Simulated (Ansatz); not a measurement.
Species: sum formula GeSiH$_{3}$, net charge -1, singlet state. It need not be the lowest isomer of its formula. Whether it binds its extra electron was not tested at this geometry. 
Coordinates optimised at B3LYP-D3(BJ)/def2-TZVP (Ansatz, a program for electronic structure):
```
Ge
H 1 1.5687
H 1 1.5701 2 102.80
Si 1 2.2492 2 124.44 3 180.00
H 4 1.5394 1 91.11 2 -180.00
```
Charge -1, spin multiplicity 1.

Basis-set convergence of Hartree-Fock and CCSD(T) correlation energies (hartree) with Ansatz. Cores are frozen in the correlated levels unless marked. Spin-orbit coupling is left out. The frozen core is the preceding noble-gas configuration, with the filled d and f shells of earlier blocks. Non-relativistic.

The Hartree-Fock reference is unstable (checked in the largest basis), which strains HF and MP2. 

```tsv
basis	functions	E(HF)	E(corr, CCSD(T))
def2-SVPD	86	-2365.64104	-0.26491
def2-TZVPPD	153	…	…
```

Problem. What belongs in the gaps?

Solution. 
- def2-TZVPPD, E(HF): -2366.00635
- def2-TZVPPD, E(corr, CCSD(T)): -0.30327
